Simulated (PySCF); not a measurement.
Radial density of Ru⁺ (ruthenium, charge +1)

B97-3, [Kr] 4d6 5p1, one real determinant (an excited configuration). Calculation: PySCF 2.14, in ANO-RCC-VTZP (7s6p4d2f1g, 68 functions); scalar relativity by spin-free X2C-1e.

```
r (bohr)  4πr²ρ (e/bohr)  4πr²(ρα − ρβ)
  0.0282           54.57         0.0007
  0.0474           47.26         0.0073
  0.0797           63.24         0.0502
   0.134           62.30         0.2731
   0.226           45.55         0.6639
   0.379           49.85         0.2468
   0.638           15.21         0.5324
    1.07           13.64         2.9551
    1.81           4.202         1.8658
    3.04          0.7261         0.5671
    5.11          0.1345         0.1294
    8.59        0.003139         0.0031
```

Densities and radii are taken from the X2C orbitals without a picture-change correction, which distorts them close to the nucleus.

⟨L²⟩ = 8.02 against 12 for a pure F term, so this real determinant mixes terms.
